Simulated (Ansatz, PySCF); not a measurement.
Reaction (SMILES): N=C=O [isocyanic acid] + C (CH4) -> C=N (CH3N) + C=O (CH2O) [formaldehyde]
Each molecule is optimised on its own at B3LYP-D3(BJ)/def2-TZVP (Ansatz, a program for electronic structure).

Property: bond separation energy (0 K, with B3LYP-D3(BJ) harmonic zero-point energies from PySCF), in eV. Cores are frozen in the correlated levels unless marked. No spin-orbit coupling. Non-relativistic. FCI takes restricted orbitals. CBS marks a two-point X^-3 extrapolation of the correlation energy; Hartree-Fock from the larger set.

```csv
level,program,bond separation energy (eV)
RI-HF/aug-cc-pVQZ,Ansatz,1.70
BLYP-D3(BJ)/def2-TZVPD,Ansatz + dftd3,1.90
```

**Question.** Predict the CCSD(T)/CBS(cc-pVTZ,cc-pVQZ) result (Ansatz).

**Answer.** 1.79 eV, so BLYP-D3(BJ)/def2-TZVPD differs from it by 0.11 eV.
